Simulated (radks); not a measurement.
All-electron atom: Rb10+ in [Ar] 3d9. Calculated with a radial shooting solver on a logarithmic mesh with Libxc functionals: Dirac Kohn-Sham, BLYP, spin-unpolarised, spherical densities, finite nucleus; open shells are shared between the two j in proportion to 2j + 1; Fermi nuclear charge, rms radius 4.2036 fm.

Normalised radial functions P(r) = r R(r) (large component), r in bohr:

```
   r/bohr * 2p3/2 (the largest magnitude, 2.46, reaches the edge; | marks zero)
 0.004743 |*
 0.005981 |*
 0.007483 | *
 0.009437 | *
  0.01181 |   *
  0.01489 |    *
  0.01863 |       *
  0.02349 |          *
  0.02939 |               *
  0.03677 |                     *
  0.04637 |                            *
  0.05801 |                                    *
  0.07316 |                                            *
  0.09153 |                                                   *
   0.1154 |                                                      *
   0.1444 |                                                    *
   0.1821 |                                             *
   0.2278 |                                  *
    0.285 |                      *
   0.3595 |           *
   0.4497 |    *
   0.5672 |*
   0.7096 *
   0.8948 *
    1.119 *
    1.412 *
    1.766 *
```

2p3/2: eigenvalue -1966.2 eV, 0 radial nodes, <r> = 0.156 bohr, 90 % of the charge inside 0.254 bohr.
